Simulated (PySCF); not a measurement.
Isomers of C4H14OSi3. Method: PBE0-D3(BJ)/def2-SVP geometry optimisation, gas phase (PySCF). Energies are electronic, without zero-point or thermal terms, for one conformer each. No frequencies were run at this level. Point groups hold within 0.08 Å.

Problem. Order them by energy at this level, lowest first, and give relative energies in kJ/mol.
A. `[OH:1][Si@@H:2]([SiH3:3])[SiH2:4][CH:5]1[CH2:6][CH2:7][CH2:8]1` with H–O1–Si2–Si3 -171°, O1–Si2–Si4–C5 -65°, Si2–Si4–C5–C6 161°, Si4–C5–C6–C7 -140°, C5–C6–C7–C8 19°, C6–C7–C8–C5 -19°, Si4–C5–C8–C7 144°
B. `[SiH3:1][SiH2:2][O:3][SiH2:4][CH:5]1[CH2:6][CH2:7][CH2:8]1` with Si1–Si2–O3–Si4 50°, Si2–O3–Si4–C5 56°, O3–Si4–C5–C6 -172°, Si4–C5–C6–C7 139°, C5–C6–C7–C8 -17°, C6–C7–C8–C5 17°, Si4–C5–C8–C7 -139°

Solution. B (0.0), A (88.7).

As drawn, the higher has an O–H bond, which the lower lacks.

```tsv
SMILES	E (Eh)	E rel (kJ/mol)	dipole (D)	point group	A, B, C (MHz)
[SiH3][SiH2]O[SiH2]C1CCC1	-1103.52610	0.0	1.31	C1	1806, 622.4, 536.5
O[Si@@H]([SiH3])[SiH2]C1CCC1	-1103.49230	88.7	1.39	C1	1670, 643.5, 610.5
```
